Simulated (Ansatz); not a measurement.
Consider the ligand exchange at a Ti–F bond: `[NH2][Ti]([NH2])([NH2])[F]` + CH₃OH → `C[O][Ti]([NH2])([NH2])[NH2]` + H–F.

Computed with Ansatz on PBE0-D4/def2-TZVP structures; ΔE is electronic, products minus reactants. CCSD(T)/CBS adds triple-zeta CCSD(T) − MP2 to the extrapolated MP2 energy (def2 sets, frozen cores). This one scheme is used for every species. Functionals use def2-TZVPP. For Ti outer-core shells are correlated without core-valence functions, which leaves a few kJ/mol of doubt a bond. Scalar relativity is left out up to krypton. Each species was taken in one conformer, which may not be the lowest.

Q: Is it downhill or uphill in electronic energy at CCSD(T)/CBS, and by how much? (Estimate.)

A: Computed: Uphill: ΔE = +0.37 eV.

Q: What do these levels give: PBE0-D4, PBE-QIDH, CAM-B3LYP, LC-ωPBE, HF/def2-SVP, CCSD(T)/def2-TZVPP? (Best estimate.)

A: Computed: PBE0-D4 0.48, PBE-QIDH 0.45, CAM-B3LYP 0.56, LC-ωPBE 0.59, HF/def2-SVP 0.53, CCSD(T)/def2-TZVPP 0.39 eV.

Largest T1 diagnostic among the species: 0.024, so the coupled-cluster value is less sure than usual.

At CCSD(T), def2-SVP lies +0.04 eV from the extrapolated value and def2-TZVPP +0.02 eV. The D4 term adds −0.09 eV with B3LYP and −0.05 eV with PBE0; it sums over pairs of atoms, weighted by their polarisabilities, and B3LYP, whose exchange is more repulsive, gets the larger term.

B3LYP here is the variant with VWN-RPA as its local correlation; programs differ in this.
